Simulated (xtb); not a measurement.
H₃OSbTe₂, SMILES [OH][Sb]([TeH])[TeH]. All values are semi-empirical tight-binding results from xtb (GFN2-xTB unless named), good for trends rather than for accurate numbers. Coordinates come from a GFN2-xTB optimisation. The structure was generated by enumeration; whether it is a known compound was not checked. The values are those of a single conformer.

For metal compounds this method's bond lengths and energies can be far off.

- orbital gap: 3.40 eV
- zero-point energy: 15.7 kcal/mol
- G − E(el) at 298.15 K (modified RRHO): -8.1 kcal/mol
